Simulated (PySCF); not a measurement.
## Deuteron quadrupole couplings in `[H]/N=C\[C@H]1C=C(N=C)C1`

C₆H₈N₂.
Geometry (GFN2-xTB, Å), atoms numbered from 1 in this order:
```xyz
16
C6H8N2 angstrom
C      3.0182   -0.2693    1.0273
N      2.2860    0.6221    0.5124
C      0.9891    0.3662    0.1803
C      0.0379    1.1374   -0.3678
C     -1.0120    0.0539   -0.3345
C     -2.1531    0.3411    0.5910
N     -3.3808    0.2897    0.3505
C      0.0943   -0.8597    0.2747
H      4.0374   -0.0097    1.2706
H      2.6958   -1.2908    1.2485
H     -0.0106    2.1576   -0.6972
H     -1.3783   -0.2657   -1.3143
H     -1.8672    0.6382    1.5966
H     -3.6268    0.0127   -0.6001
H      0.3781   -1.6951   -0.3628
H     -0.1155   -1.2196    1.2808
```

Level: PBE0/pcSseg-1 (PySCF, non-relativistic); Q(2H) = 0.00286 b; rigid geometry, the same for H and D, with no vibrational averaging.

Task: Rank these positions by the coupling χzz of a deuteron there, largest first.
A. H11 (vinylic hydrogen)
B. H14 (N–H hydrogen)
C. H9 (hydrogen on a C=N carbon)
D. H13 (hydrogen on a C=N carbon)
E. H10 (hydrogen on a C=N carbon)

Result: B (258 kHz), A (231 kHz), C (218 kHz), D (208 kHz), E (200 kHz).

Task: Tabulate Vzz, the asymmetry η and χzz = 234.96 MHz × Q × Vzz for every hydrogen position.

Result: 
| atom | bonded to | bond length (Å) | Vzz (au) | η | χzz (kHz) |
| --- | --- | --- | --- | --- | --- |
| H9 | C1 | 1.080 | 0.3241 | 0.03 | 218 |
| H10 | C1 | 1.094 | 0.2974 | 0.05 | 200 |
| H11 | C4 | 1.073 | 0.3441 | 0.03 | 231 |
| H12 | C5 | 1.094 | 0.3008 | 0.04 | 202 |
| H13 | C6 | 1.087 | 0.3095 | 0.03 | 208 |
| H14 | N7 | 1.020 | 0.3836 | 0.03 | 258 |
| H15 | C8 | 1.088 | 0.3135 | 0.01 | 211 |
| H16 | C8 | 1.089 | 0.3113 | 0.02 | 209 |

Task: Average by the element that carries the hydrogen.

Result: on C: 211 kHz over 7 positions, mean bond length 1.086 Å; on N: 258 kHz over 1 position, mean bond length 1.020 Å.

Task: How does χzz go with the bond length over the 7 C–H bonds?

Result: A straight-line fit has a slope of -13.8 kHz for each 0.01 Å, with a correlation coefficient of -0.98, over lengths from 1.073 to 1.094 Å. The longer bonds have the smaller couplings here.

Task: Give the 2H NMR doublet splittings at H11 for a magnetic field along the z, y and x axes of the gradient: 3χ/2, 3χ(1 + η)/4, 3χ(1 − η)/4.

Result: With |χ| = 231.2 kHz and η = 0.029: 347, 179 and 168 kHz, to first order and without motion.

One conformer (not necessarily the lowest) at the GFN2-xTB geometry, without solvent, vibrations or thermal averaging. GFN2-xTB bond lengths can be off by several hundredths of an ångström, more for odd bonds, and the gradients follow them. With a basis this small, the couplings can be 20 % off.
